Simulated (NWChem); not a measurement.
System: AlGeH4OF; SMILES [OH][Al]([F])[GeH3]

Here is an NWChem input.

```
start job
memory heap 200 mb stack 900 mb global 1100 mb
geometry units angstroms noautoz
  Al    -0.182558     0.998410    -0.024930
  F      1.136519     2.003715    -0.166794
  Ge     0.054449    -1.451511    -0.000088
  H      0.539975    -1.984157    -1.371068
  H      1.091834    -1.912408     1.052864
  H     -1.285868    -2.151458     0.323265
  O     -1.729812     1.710823     0.098994
  H     -1.843972     2.670278     0.085665
end
basis spherical
  * library sto-3g
end
dft
  xc xpbe96 cpbe96
  iterations 150
  mulliken
end
task dft energy
```

All runs use the structure optimised with B3LYP/6-31G* (spherical d).

Task: Give the results of this calculation. (PBE/STO-3G.) Quantities: basis functions; energy (Ha); highest occupied level (eV); orbital gap (eV); dipole (D).

Result: 
```json
{
  "number_of_basis_functions": "41",
  "energy (Ha)": "-2466.90",
  "highest occupied level (eV)": "-1.32",
  "orbital gap (eV)": "5.50",
  "dipole (D)": "1.75"
}
```
